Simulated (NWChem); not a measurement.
System: AlBr3; SMILES [Br][Al]([Br])[Br]

The following NWChem deck was run.

```
start job
memory heap 200 mb stack 900 mb global 1100 mb
geometry units angstroms
  Al     0.000000     0.000000     0.000000
  Br    -2.226300     0.323698     0.000000
  Br     1.393481     1.766184     0.000000
  Br     0.832819    -2.089882     0.000000
end
basis spherical
  * library def2-svp
end
dft
  xc becke88 lyp
  iterations 150
end
driver
  maxiter 120
end
task dft optimize
task dft freq
```

Parts of the log:

```
             Northwest Computational Chemistry Package (NWChem) 7.3.0
             --------------------------------------------------------

 C3H symmetry detected

                             Geometry "geometry" -> ""
                             -------------------------

 Output coordinates in angstroms (scale by  1.889725989 to convert to a.u.)

  No.       Tag          Charge          X              Y              Z
 ---- ---------------- ---------- -------------- -------------- --------------
    1 Al                  13.0000     0.00000000    -0.00000000     0.00000000
    2 Br                  35.0000    -2.22393127    -0.33959324     0.00000000
    3 Br                  35.0000     0.81786926     2.09577760     0.00000000
    4 Br                  35.0000     1.40606201    -1.75618435     0.00000000

 Effective nuclear repulsion energy (a.u.)     820.1570307856

      Symmetry information
      --------------------

 Group name             C3h
 Group number             22
 Group order               6
 No. of unique centers     2

                                Z-matrix (autoz)
                                --------

 Units are Angstrom for bonds and degrees for angles

      Type          Name      I     J     K     L     M      Value
      ----------- --------  ----- ----- ----- ----- ----- ----------
    1 Stretch                  1     2                       2.24971
    2 Stretch                  1     3                       2.24971
    3 Stretch                  1     4                       2.24971
    4 Bend                     2     1     3               120.00000
    5 Bend                     2     1     4               120.00000
    6 Bend                     3     1     4               120.00000
    7 Torsion                  2     1     3     4         180.00000
    8 Torsion                  2     1     4     3         180.00000
    9 Torsion                  3     1     2     4         180.00000
   10 Torsion                  2     4     1     3         180.00000
   11 Torsion                  3     2     1     4         180.00000
   12 Torsion                  2     3     1     4         180.00000

                           NWChem Geometry Optimization
                           ----------------------------

 maximum gradient threshold         (gmax) =   0.000450
 rms gradient threshold             (grms) =   0.000300
 maximum cartesian step threshold   (xmax) =   0.001800
 rms cartesian step threshold       (xrms) =   0.001200
 fixed trust radius                (trust) =   0.300000
 source of zmatrix                         =   autoz

          -------------------
          Energy Minimization
          -------------------

 Using diagonal initial Hessian
 Scaling for Hessian diagonals: bonds = 1.00  angles = 0.25  torsions = 0.10

          --------
          Step   0

                                 NWChem DFT Module
                                 -----------------

 Summary of "ao basis" -> "ao basis" (spherical)
 ------------------------------------------------------------------------------
       Tag                 Description            Shells   Functions and Types
 ---------------- ------------------------------  ------  ---------------------
 Al                         def2-svp                 8       18   4s3p1d
 Br                         def2-svp                12       32   5s4p3d

      Symmetry analysis of basis
      --------------------------

        a'         27
        e'+        26
        e'-        26
        a"         13
        e"+        11
        e"-        11

  Rotation of axis

            General Information
            -------------------
          SCF calculation type: DFT
          Wavefunction type:  closed shell.
          No. of atoms     :     4
          No. of electrons :   118
           Alpha electrons :    59
            Beta electrons :    59
          Charge           :     0
          Spin multiplicity:     1
          Use of symmetry is: on ; symmetry adaption is: on
          Maximum number of iterations: 150
          AO basis - number of functions:   114
                     number of shells:    44
          Convergence on energy requested:  1.00D-06
          Convergence on density requested:  1.00D-05
          Convergence on gradient requested:  5.00D-04

              XC Information
              --------------
                    Becke 1988 Exchange Functional  1.000
              Lee-Yang-Parr Correlation Functional  1.000

[...]

      ----------------------
      Optimization converged
      ----------------------

  Step       Energy      Delta E   Gmax     Grms     Xrms     Xmax
  ---- ---------------- -------- -------- -------- -------- --------
@    2   -7964.15918381 -1.2D-07  0.00001  0.00001  0.00036  0.00072
                                     ok       ok       ok       ok

                                Z-matrix (autoz)
                                --------

 Units are Angstrom for bonds and degrees for angles

      Type          Name      I     J     K     L     M      Value     Gradient
      ----------- --------  ----- ----- ----- ----- ----- ---------- ----------
    1 Stretch                  1     2                       2.26426   -0.00001
    2 Stretch                  1     3                       2.26426   -0.00001
    3 Stretch                  1     4                       2.26426   -0.00001
    4 Bend                     2     1     3               120.00000   -0.00000
    5 Bend                     2     1     4               120.00000   -0.00000
    6 Bend                     3     1     4               120.00000    0.00000
    7 Torsion                  2     1     3     4         180.00000    0.00000
    8 Torsion                  2     1     4     3        -180.00000   -0.00000
    9 Torsion                  3     1     2     4        -180.00000   -0.00000
   10 Torsion                  2     4     1     3         180.00000    0.00000
   11 Torsion                  3     2     1     4         180.00000    0.00000
   12 Torsion                  2     3     1     4        -180.00000   -0.00000

                         Geometry "geometry" -> "geometry"
                         ---------------------------------

 Output coordinates in angstroms (scale by  1.889725989 to convert to a.u.)

  No.       Tag          Charge          X              Y              Z
 ---- ---------------- ---------- -------------- -------------- --------------
    1 Al                  13.0000     0.00000000     0.00000000    -0.00000000
    2 Br                  35.0000    -2.23831098    -0.34178902     0.00000000
    3 Br                  35.0000     0.82315752     2.10932868     0.00000000
    4 Br                  35.0000     1.41515346    -1.76753966     0.00000000

 Effective nuclear repulsion energy (a.u.)     814.8880489403

      Symmetry information
      --------------------

 Group name             C3h
 Group number             22
 Group order               6
 No. of unique centers     2

                Final and change from initial internal coordinates
                --------------------------------------------------

                                Z-matrix (autoz)
                                --------

 Units are Angstrom for bonds and degrees for angles

[...]

 Rotational Constants
 --------------------
 A=   0.027430 cm-1  (  0.039464 K)
 B=   0.027430 cm-1  (  0.039464 K)
 C=   0.013715 cm-1  (  0.019732 K)

 Temperature                      =   298.15K
 frequency scaling parameter      =   1.0000

 Zero-Point correction to Energy  =    2.202 kcal/mol  (  0.003508 au)
 Thermal correction to Energy     =    5.936 kcal/mol  (  0.009460 au)
 Thermal correction to Enthalpy   =    6.528 kcal/mol  (  0.010404 au)

 Total Entropy                    =   84.992 cal/mol-K
   - Translational                =   42.623 cal/mol-K (mol. weight = 266.7310)
   - Rotational                   =   29.229 cal/mol-K (symmetry #  =        3)
   - Vibrational                  =   13.140 cal/mol-K

 Cv (constant volume heat capacity) =   16.117 cal/mol-K
   - Translational                  =    2.979 cal/mol-K
   - Rotational                     =    2.979 cal/mol-K
   - Vibrational                    =   10.158 cal/mol-K

[normal modes left out]

 ----------------------------------------------------------------------------
 Normal Eigenvalue ||           Projected Infra Red Intensities
  Mode   [cm**-1]  || [atomic units] [(debye/angs)**2] [(KM/mol)] [arbitrary]
 ------ ---------- || -------------- ----------------- ---------- -----------
    1       -0.000 ||    0.000000           0.000         0.000       0.000
    2       -0.000 ||    0.000000           0.000         0.000       0.000
    3       -0.000 ||    0.000000           0.000         0.000       0.000
    4       -0.000 ||    0.000000           0.000         0.000       0.000
    5        0.000 ||    0.000000           0.000         0.000       0.000
    6        0.000 ||    0.000000           0.000         0.000       0.000
    7       89.913 ||    0.001848           0.043         1.801       0.782
    8       89.929 ||    0.001848           0.043         1.801       0.782
    9      166.623 ||    0.015127           0.349        14.747       6.405
   10      218.678 ||    0.000000           0.000         0.000       0.000
   11      487.806 ||    0.132293           3.052       128.965      56.015
   12      487.810 ||    0.132292           3.052       128.965      56.015
 ----------------------------------------------------------------------------
```

Level: BLYP/def2-SVP. This build's default masses of Se (78.918 u) and Br (79.917 u) are each other's, which moves their modes by up to 0.6 %. The printed entropy takes a lower symmetry number than the molecule has.
